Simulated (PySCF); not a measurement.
C2H5NOSi, SMILES C#C[Si@H](N)O. Coordinates come from a B3LYP-D3(BJ)/def2-SVP optimisation. The structure was generated by enumeration; whether it is a known compound was not checked. Other conformers were not sampled.

**Question.** Give the equilibrium geometry at B3LYP-D3(BJ)/def2-SVP (PySCF confirms it by a frequency run) as Cartesian coordinates in Å. (Estimate from the structure and the level; the computed values follow.)

**Answer.** Several could match; the one computed here: 
```xyz
10

C      2.3956    -0.7499     0.5464
C      1.2234    -0.4500     0.4093
Si    -0.5504     0.0157     0.2202
N     -1.0309    -0.7002    -1.2695
O     -0.7612     1.6672     0.2230
H      3.4301    -1.0138     0.6715
H     -1.3145    -0.4142     1.4143
H     -0.4429    -1.3874    -1.7281
H     -2.0033    -0.7785    -1.5478
H     -0.3715     2.1367    -0.5252
```
